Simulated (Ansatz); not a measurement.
Wavefunction ladder for `N[Si](F)([SiH3])S`

Z-matrix (Å, degrees):
```
Si
F 1 1.606
Si 1 2.337 2 108.0
N 1 1.696 2 114.5 3 121.9
S 1 2.133 2 102.0 3 -120.9
H 3 1.490 1 110.8 2 77.5
H 3 1.485 1 110.3 2 -43.3
H 3 1.487 1 109.0 2 -163.2
H 4 1.007 1 121.7 2 -82.3
H 4 1.008 1 121.5 2 72.5
H 5 1.344 1 92.9 2 -174.7
```

The species carries charge 0 and has multiplicity 1. The geometry is a stationary point of PBE0-D4/def2-TZVP. It is one conformer, not always the lowest. Frozen core, restricted reference, the Gaussian-basis code of Ansatz. CBS rows extrapolate triple and quadruple zeta; past MP2 they add the triple-zeta difference.

| basis | HF (Eh) | MP2 corr. | CCSD corr. | (T) | CCSD(T) total |
| --- | --- | --- | --- | --- | --- |
| def2-TZVPP | -1133.02106 | -0.88560 | -0.94010 | -0.03493 | -1133.99609 |
| def2-QZVPP | -1133.05823 | -0.96108 | – | – | – |
| CBS(def2) | -1133.06335 | -1.01699 | -1.07149 | as TZ | -1134.16977 |
